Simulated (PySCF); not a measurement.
C2H5Cl2GeN, SMILES C/C=[N]/[GeH]([Cl])[Cl]. Atoms are numbered in the order given.

```xyz
11

C     -3.7173    -0.3240     0.0000
C     -2.3383     0.2611     0.0000
N     -1.2911    -0.4704     0.0000
Ge     0.3524     0.3712     0.0000
Cl     1.4209    -0.2979    -1.7461
Cl     1.4209    -0.2979     1.7461
H     -4.2741     0.0273     0.8854
H     -3.6679    -1.4207     0.0000
H     -4.2741     0.0273    -0.8854
H     -2.3058     1.3750     0.0000
H      0.3057     1.9104     0.0000
```

The structure is a stationary point at TPSSh-D3(BJ)/def2-SVP. The structure was generated by enumeration; whether it is a known compound was not checked. The values are those of a single conformer.

All values below come from PySCF with M06-2X/def2-TZVP.

Gas-phase values at a fixed geometry.

The total energy is -3131.45822 hartree and the point group comes out as Cs. The highest occupied level is -9.06 eV and the lowest empty level is -0.14 eV. The orbital gap is 8.92 eV and the dipole moment is 4.10 D. The quadrupole, principal values (traceless, Buckingham form, about the centre of nuclear charge) comes out as -6.85, -2.22, 9.08 D·Å, the mean static polarisability is 84.3 bohr³ (12.50 Å³) and the polarisability, principal values comes out as 68.6, 79.2, 105.2 bohr³.
